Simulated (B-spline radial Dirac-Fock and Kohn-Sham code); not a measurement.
Binding energies of Ag⁴²⁺

System: Ag⁴²⁺ in the configuration [He] 2s2 2p1; nuclear rms radius 4.5454 fm (A = 107).

Model: relaxed Dirac-Fock hole states (ΔSCF) with Breit and QED corrections and a finite nucleus. Program: a radial B-spline solver. No correlation. Energies are counted from the vacuum level.

All terms are in eV, carry their sign (relaxation lowers the binding energy) and add up to the binding energy; ⟨r⟩ is the mean radius of the orbital in the initial state.

```
 subshell  −ε (Koopmans)  relaxation   Breit  self-energy  vacuum polarisation  binding energy  ⟨r⟩ (bohr)
   K (1s)        29349.9       -7.53  -43.41       -30.42                 3.82         29272.3       0.031
  L1 (2s)         6897.1       -0.62   -4.45        -4.13                 0.48          6888.4       0.127
L2,3 (2p)         6664.8       -0.72   -4.77        -0.05                -0.02          6659.3       0.111
```

For the deepest level, K (1s), the Breit terms make up -0.148 % of the binding energy, QED -0.091 % and orbital relaxation -0.026 %.

Going to the tabulated ground configuration of the next ion removes an electron from L2,3 (2p), computed at 6659.3 eV. NIST lists 6785 ± 5 eV as the ionisation energy of this species (semi-empirical), +125.71 eV from the computed value. Where a p, d or f shell is open in either ion the computed value averages over both j values and all terms, while the table refers to the lowest levels; that difference holds spin-orbit splitting (largest in heavy or highly charged ions), term energies where several electrons share open shells, and correlation, and it can reach 10 % or more.
